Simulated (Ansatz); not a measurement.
```yaml
crystal:
  periodic: [false, false, false]
  atoms:
    - {symbol: Cu, position_ang: [-0.068624, 0.049049, 0.072609]}
    - {symbol: Cu, position_ang: [0.805546, 1.362532, 1.934790]}
    - {symbol: Cu, position_ang: [-0.401584, -1.570496, -1.755099]}
    - {symbol: H, position_ang: [-0.244294, -0.260612, -1.557848]}
    - {symbol: H, position_ang: [-0.039280, 0.378668, 1.382135]}
basis:
  gaussian: {orbitals: def2-mTZVP}
total_charge: 1
hamiltonian: {xc: {name: BHLYP}, dispersion: d3bjatm}
scf: {omitted_lower_state_checks: [starts]}
output: {forces: true}
```

```sh
$ ansatz run in.yaml --threads 4 --pin off --events-out ev --progress --plain --max-ram 3916MiB
```

Shortened log:

```
Functional definition: BHLYP
1175 factors; integrals over basis functions are off by at most 3.4e-4 eV
mean field evaluation 1: about -133915.9430 eV, gradient 1.9e2 eV
mean field evaluation 2: about -133459.2345 eV, gradient 6.8e2 eV
mean field evaluation 4: about -133942.3636 eV, gradient 1.7e1 eV
mean field evaluation 8: about -133942.8103 eV, gradient 2.2e-1 eV
mean field evaluation 16: about -133943.1641 eV, gradient 1.4e-3 eV
mean field -133943.16406501 eV, -4922.3204894516 hartree, gradient 9.6e-6 eV, S^2 0.000000; 0 other end points of the search recorded, 0 dependent functions left out
reference -133943.16424217 eV, -4922.3204959622 hartree; 44, 44 occupied and 61, 61 virtual orbitals, 1175 factors
Total energy: -133943.37311208 eV, -4922.3281717899 hartree
Atom 0 at    -0.068624     0.049049     0.072609 Å, force    -0.251360    -0.843930    -3.685518 eV/Å
Atom 1 at     0.805546     1.362532     1.934790 Å, force     1.490147     1.808310     1.268277 eV/Å
Atom 2 at    -0.401584    -1.570496    -1.755099 Å, force    -0.503062    -3.919394    -0.913014 eV/Å
Atom 3 at    -0.244294    -0.260612    -1.557848 Å, force     0.462605     3.603234     0.680624 eV/Å
Atom 4 at    -0.039280     0.378668     1.382135 Å, force    -1.198330    -0.648220     2.649630 eV/Å
Dipole moment:     0.206698    -0.116057     0.106627 e Å
Checks for a lower state left out: starts
```

Hardware: 4 threads of Arm Neoverse V2 on a shared host. Wall time 2.2 s.

The dipole of an ion depends on the origin.
